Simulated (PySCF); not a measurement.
These are B3LYP-D3(BJ)/def2-TZVP // TPSS-D3(BJ)/def2-SVP (PySCF) values and carry that method's errors. Isolated molecules, 0 K electronic values unless said otherwise. B3LYP has the VWN-RPA correlation part, as in Gaussian. 

Reference species: [W(=O)2(Cl)2] (neutral, multiplicity 1).

- HOMO: -9.43 eV
- dipole moment: 2.04 D

Changed species: [Mo(=O)(Cl)4] (M = Mo, oxo; the reference has M = W, dioxo).

Problem. Give the shifts of the HOMO and dipole moment.

Solution. the HOMO rises by 0.74 eV, to -8.69 eV; the dipole moment falls by 1.72 D, to 0.32 D.
